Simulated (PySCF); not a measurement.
# Orbital picture of LaO

PBE0 at R = 1.835 Å; basis La x2c-SVPall, O x2c-SVPall; spin-free X2C with a Gaussian nucleus; PySCF 2.14. State: doublet, about 0.2 electrons in the 4f shell (Mulliken). Only the outer orbitals are listed, counted within each symmetry.

```csv
spin,orbital,occ.,ε (eV),on La (%),main shells (%)
α,12σ,1,-27.05,53,"49 La p, 44 O s"
α,6π,1,-22.99,99,99 La p
α,6π,1,-22.99,99,99 La p
α,13σ,1,-19.02,51,"47 O s, 45 La p"
α,7π,1,-8.33,24,"76 O p, 19 La d"
α,7π,1,-8.33,24,"76 O p, 19 La d"
α,14σ,1,-7.67,34,"63 O p, 22 La d, 9 La p"
α,15σ,1,-3.87,99,"85 La s, 10 La p"
α,3δ,0,-1.50,100,100 La d
α,3δ,0,-1.50,100,100 La d
α,8π,0,-0.99,98,"68 La p, 29 La d"
β,12σ,1,-27.03,52,"48 La p, 44 O s"
β,6π,1,-22.87,99,99 La p
β,6π,1,-22.87,99,99 La p
β,13σ,1,-19.00,51,"46 O s, 46 La p"
β,7π,1,-8.35,23,"77 O p, 18 La d"
β,7π,1,-8.35,23,"77 O p, 18 La d"
β,14σ,1,-7.65,33,"65 O p, 20 La d, 8 La p"
β,15σ,0,-1.93,99,88 La s
β,3δ,0,-1.04,100,100 La d
β,3δ,0,-1.04,100,100 La d
```

Problem. Which are the highest filled and the lowest empty level, where do they sit, and how wide is the gap?

Solution. Highest filled α 15σ at -3.87 eV (in %: 85 La s, 10 La p); lowest empty β 15σ at -1.93 eV (in %: 88 La s); the gap at PBE0 is 1.94 eV.

```
bond order (Mayer)                              : 2.28
⟨S²⟩                                            : 0.751
charge on La (Mulliken, basis-dependent)        : 0.40
charge on La (Löwdin, basis-dependent)          : 0.23
dipole moment (positive dipole means La(−)O(+)) : -3.37 D
```

Spin–orbit coupling is left out. The state is the lowest single determinant that the PBE0 search found; with open d or f shells the true ground state can be another one.
